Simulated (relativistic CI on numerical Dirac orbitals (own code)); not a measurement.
# Sc2+ in a cubic cluster: 2p photoemission with charge transfer

Computed with a charge-transfer multiplet model of a cubic metal-ligand cluster with up to 2 ligand holes, Slater and spin-orbit integrals from Dirac-Coulomb-Breit ions, Slater integrals scaled by 0.7. The ground state mixes d1 with configurations of k ligand holes L, whose averages lie at kΔ + k(k − 1)U_dd/2; a core hole lowers each added d electron by U_cd. 300 K, Lorentzian 0.6 eV and Gaussian 0.8 eV FWHM.

Atomic integrals in eV (Slater integrals scaled, ζ unscaled), ground: F2dd 4.121, F4dd 2.525, zeta_d 0.008; with the core hole: F2dd 4.121, F4dd 2.525, zeta_d 0.020, zeta_core 3.005, F2cd 3.598, G1cd 2.586, G3cd 1.465. Where a configuration has fewer than two d electrons, the dd integrals are those of d2.

Cluster parameters (eV): Δ = 6.3, U_dd = 5.3, U_cd = 6.8, 10Dq(ligand) = 1.6, V(eg) = 2.9, V(t2g) = -1.53, final-state hopping factor = 1.

| Case | n_d | d1 | d2L | d3L2 | S |
| --- | --- | --- | --- | --- | --- |
| 10Dq = -0.6 eV | 1.53 | 0.53 | 0.40 | 0.06 | 0.50 |
| 10Dq = 0.3 eV | 1.51 | 0.55 | 0.39 | 0.06 | 0.50 |
| 10Dq = 0.9 eV | 1.49 | 0.56 | 0.38 | 0.06 | 0.50 |

Weights, n_d and S are thermal averages at 300 K. Binding energies count from the first peak over 30 % of the highest in each spectrum, which can be another peak from case to case. The parameters are a model scan and need not match a compound or its usual spin state. A negative ionic 10Dq is a model choice; hopping adds the covalent part of the field. Peaks in eV (height, largest 100):
- 10Dq = -0.6 eV: 0.0 (100), 4.5 (47), 12.1 (13), 16.6 (7)
- 10Dq = 0.3 eV: 0.0 (100), 4.5 (47), 11.9 (14), 16.5 (8)
- 10Dq = 0.9 eV: 0.0 (100), 4.5 (46), 11.9 (14), 16.5 (8)

Curve for 10Dq = -0.6 eV (points under 2 left out, the grid thinned):

(E (eV), Intensity): (-3.2, 2.1), (-2.8, 2.7), (-2.3, 4.0), (-1.9, 6.2), (-1.4, 13.4), (-1.0, 30.3), (-0.6, 63.5), (-0.1, 98.9), (0.3, 89.5), (0.7, 58.3), (1.2, 27.6), (1.6, 18.8), (2.1, 12.2), (2.5, 8.1), (2.9, 7.2), (3.4, 11.7), (3.8, 24.6), (4.3, 45.5), (4.7, 43.6), (5.1, 30.8), (5.6, 20.6), (6.0, 16.1), (6.4, 12.4), (6.9, 8.2), (7.3, 5.7), (7.8, 3.6), (8.2, 2.7), (8.6, 2.1), (10.0, 2.3), (10.4, 3.1), (10.9, 5.4), (11.3, 8.6), (11.7, 11.9), (12.2, 13.0), (12.6, 10.8), (13.1, 6.6), (13.5, 4.5), (13.9, 3.0), (15.7, 2.6), (16.1, 5.0), (16.5, 7.1), (17.0, 6.1), (17.4, 4.6), (17.9, 3.3), (18.3, 2.1)

For the case 10Dq = 0.3 eV, Δ = 6.3 eV is larger than U_dd = 5.3 eV, the Mott-Hubbard side of the Zaanen-Sawatzky-Allen scheme. With the core hole the average of the configuration with one ligand hole lies at Δ − U_cd = -0.5 eV before mixing: the effective hopping of about 6.5 eV (from the holes of the mixed ground state) is comparable with this gap or larger, so the configurations mix strongly.
